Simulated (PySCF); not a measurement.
# Interval between two levels of I by level of theory

I [Kr] 4d10 5s2 5p5 [2P3/2, M_J = 3/2] → I [Kr] 4d10 5s1 5p5 6s1 [4P5/2, M_J = 5/2], as a difference of total energies. Computed with PySCF 2.14 in x2c-SVPall-2c with one added diffuse shell each of s, p type (7s9p4d, 54 functions), with the two-component X2C-1e Hamiltonian. Correlated levels: [Ar] 3d10 frozen; the 6 highest virtual spinors dropped. "Screened" scales the spin-orbit matrix elements by Boettger's factors to mimic the two-electron term; Breit and QED terms are absent.

| method | interval between two levels (cm⁻¹) |
| --- | --- |
| GHF (spin-free) | 150310 |
| GMP2 (spin-free) | 139480 |
| GHF (screened spin-orbit) | 150130 |
| GMP2 (screened spin-orbit) | 139770 |

The labels give the starting determinants; with spin-orbit coupling the two ends relaxed to ⟨J²⟩ = 3.76, ⟨L²⟩ = 2.03, ⟨S²⟩ = 0.78 and ⟨J²⟩ = 8.76, ⟨L²⟩ = 2.03, ⟨S²⟩ = 3.78.

The promoted electron is Rydberg-like, and one or two diffuse shells describe it only roughly, which tends to raise the upper state.
